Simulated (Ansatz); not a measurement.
Job for Ansatz (a quantum-chemistry and plane-wave program): R-revPBE/def2-TZVPPD on C2H5ClO (a complex). Files ending in .json are basis or fitting sets from the Basis Set Exchange.

Ansatz 0.2 input:
```yaml
crystal:
  periodic: [false, false, false]
  atoms:
    - {symbol: C, position_ang: [-0.64849717, -0.93590725, -0.17722569]}
    - {symbol: Cl, position_ang: [0.28490368, 0.60188261, -0.15698502]}
    - {symbol: H, position_ang: [-1.61082673, -0.73619874, -0.63785512]}
    - {symbol: H, position_ang: [-0.08566876, -1.66041782, -0.75727151]}
    - {symbol: H, position_ang: [-0.76877939, -1.26738331, 0.84976868]}
    - {symbol: C, position_ang: [0.37920482, 0.31950315, 2.99992789]}
    - {symbol: O, position_ang: [-0.23304750, -0.70857267, 3.11466937]}
    - {symbol: H, position_ang: [-0.12128173, 1.30480597, 3.01425526]}
    - {symbol: H, position_ang: [1.47788272, 0.33747794, 2.88108987]}
basis:
  gaussian:
    orbitals: def2-TZVPPD.json
hamiltonian:
  xc: {name: revPBE}
scf: {lower_state_search: off}
```

The head of its log:

```
WARN ansatz: RAYON_NUM_THREADS=1 ignored (pool sized by the plan → 1); use --threads N
Functional definition: revPBE
these checks for a lower state are left out or cut short: stability, starts, cluster_reference, orbital_swaps, neighbouring_geometries, increment
integrals: 0.16 GiB planned
1151 factors; their error is unknown
mean field: 1.18 GiB planned
mean field evaluation 1: about -16713.5119 eV, gradient 6.8e1 eV
mean field evaluation 2: about -16686.9152 eV, gradient 1.3e2 eV
```

**Question.** What total energy does the run end on?

**Answer.** -614.5673 hartree.
